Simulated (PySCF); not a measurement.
## Si³⁺ (silicon, charge +3) across methods

[Ne] 3s1, 2S determinant. All numbers are calculated (PySCF 2.14, no relativity, point nucleus, in an uncontracted even-tempered set (18 s from 0.054 bohr⁻², ratio 2.5; 13 p from 0.071 bohr⁻², ratio 2.5; 6 d from 0.47 bohr⁻², ratio 2.7; 5 f from 0.71 bohr⁻², ratio 2.7)).

```json
{"method": "PBE", "E (hartree)": "-287.1021", "mean ε 2p α (eV)": "-132.11", "mean ε 2p β (eV)": "-131.79", "mean ε 3s α (eV)": "-40.316", "Σ⟨r²⟩ (bohr²)": "6.837", "⟨S²⟩": "0.750"}
{"method": "r2SCANh", "E (hartree)": "-287.2286", "mean ε 2p α (eV)": "-136.00", "mean ε 2p β (eV)": "-135.71", "mean ε 3s α (eV)": "-41.039", "Σ⟨r²⟩ (bohr²)": "6.837", "⟨S²⟩": "0.750"}
{"method": "PW91", "E (hartree)": "-287.2274", "mean ε 2p α (eV)": "-132.33", "mean ε 2p β (eV)": "-132.00", "mean ε 3s α (eV)": "-40.416", "Σ⟨r²⟩ (bohr²)": "6.831", "⟨S²⟩": "0.750"}
{"method": "LDA", "E (hartree)": "-286.0853", "mean ε 2p α (eV)": "-132.17", "mean ε 2p β (eV)": "-131.87", "mean ε 3s α (eV)": "-40.423", "Σ⟨r²⟩ (bohr²)": "6.824", "⟨S²⟩": "0.750"}
{"method": "PBE0", "E (hartree)": "-287.1305", "mean ε 2p α (eV)": "-137.47", "mean ε 2p β (eV)": "-137.13", "mean ε 3s α (eV)": "-41.525", "Σ⟨r²⟩ (bohr²)": "6.839", "⟨S²⟩": "0.750"}
{"method": "UHF", "E (hartree)": "-286.82062", "mean ε 2p α (eV)": "-152.23", "mean ε 2p β (eV)": "-151.83", "mean ε 3s α (eV)": "-44.669", "Σ⟨r²⟩ (bohr²)": "6.893", "⟨S²⟩": "0.750"}
{"method": "r2SCAN", "E (hartree)": "-287.2298", "mean ε 2p α (eV)": "-134.08", "mean ε 2p β (eV)": "-133.80", "mean ε 3s α (eV)": "-40.582", "Σ⟨r²⟩ (bohr²)": "6.838", "⟨S²⟩": "0.750"}
```
